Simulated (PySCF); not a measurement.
AlBH₄NO, BClH₃OSi (calculated)

Computed with PySCF 2.14.0. Calculation on a computer-drawn molecule: optimised geometry and harmonic frequencies of an isolated molecule of the commonest isotopes, restricted reference for singlets and unrestricted otherwise, frozen core in MP2.

Common to all runs: method HF; basis cc-pV(D+d)Z.

```json
{"entry": 1, "formula": "AlBH4NO", "start_structure": {"atoms_angstrom": [["O", 2.2471, 0.0128, 2.6943], ["B", 1.8874, -1.0691, 1.8208], ["N", 0.7017, -0.9127, 1.0125], ["Al", -0.5598, 0.373, 0.8768], ["H", 1.6146, 0.7889, 2.6351], ["H", 2.5809, -1.9371, 1.8647], ["H", 0.5207, -1.7669, 0.4367], ["H", -0.4491, 1.7952, 1.6529]]}, "given": {"charge": 0, "multiplicity": 2, "drawn_bonds_atom": [1, 2, 3, 1, 2, 3, 4], "drawn_bonds_other_atom": [2, 3, 4, 5, 6, 7, 8], "drawn_bonds_order": [1, 1, 1, 1, 1, 1, 1]}, "results": {"optimised_atom_element": ["O", "B", "N", "Al", "H", "H", "H", "H"], "optimised_atom_x [angstrom]": [2.223, 1.835, 0.6652, -0.5784, 1.661, 2.542, 0.5535, -0.3577], "optimised_atom_y [angstrom]": [0.03543, -0.9693, -0.9171, 0.3632, 0.7957, -1.942, -1.757, 1.675], "optimised_atom_z [angstrom]": [2.672, 1.84, 1.015, 0.806, 2.677, 1.826, 0.4751, 1.683], "modes_frequency [cm^-1]": [171.1, 173.7, 295.7, 537.4, 626.1, 678.3, 707.4, 720.6, 1005, 1063, 1126, 1225, 1391, 1458, 1911, 2695, 3779, 4152], "modes_reduced_mass [dalton]": [5.166, 2.094, 1.191, 2.279, 1.235, 1.857, 1.159, 3.014, 1.508, 2.314, 1.105, 1.392, 1.953, 3.597, 1.045, 1.095, 1.074, 1.066], "rotational_constants [GHz]": [15.02, 3.551, 2.872], "total_energy [hartree]": -398.3462, "spin_squared": 0.7539, "convergence_status_largest_gradient_component [hartree/bohr]": 1.127e-05}}
{"entry": 2, "formula": "BClH3OSi", "start_structure": {"atoms_angstrom": [["O", -0.4895, 1.0611, -0.482], ["B", -0.988, -0.1478, -0.4223], ["Si", -0.6169, -1.309, 1.0872], ["Cl", 0.4442, -0.8283, 2.7027], ["H", 0.0291, 1.5857, 0.1944], ["H", -1.6083, -0.4667, -1.3871], ["H", -1.0798, -2.7714, 1.1929]]}, "given": {"charge": 1, "multiplicity": 1, "drawn_bonds_atom": [1, 2, 3, 1, 2, 3], "drawn_bonds_other_atom": [2, 3, 4, 5, 6, 7], "drawn_bonds_order": [1, 1, 1, 1, 1, 1]}, "results": {"total_energy [hartree]": null}}
```

Questions
1. Give the missing total energy for BClH₃OSi (entry 2).

Calculated values
1. -849.5303 hartree

Further results for BClH₃OSi (entry 2):

- rotational constants: 9.344, 2.309, 1.851 GHz
- convergence status largest gradient component: 1.509e-05 hartree/bohr

Optimised structure:
```xyz
7
BClH3OSi
O     -0.4959     1.1579    -0.4906
B     -0.9681    -0.0635    -0.4958
Si    -0.6115    -1.3797     1.1156
Cl     0.4483    -0.8150     2.6893
H      0.0200     1.5018     0.2265
H     -1.6163    -0.5164    -1.3820
H     -1.0857    -2.7615     1.2228
```

Modes:
```
frequency (cm⁻¹)  reduced mass (dalton)
           72.79                  2.039
           94.08                  8.929
           390.7                  7.201
           439.9                  1.221
           483.2                  4.177
             639                  1.427
           685.5                  5.707
             867                  1.226
           888.8                  1.244
            1023                  1.117
            1159                   1.22
            1480                  8.163
            2420                  1.045
            2822                  1.102
            4130                  1.068
```
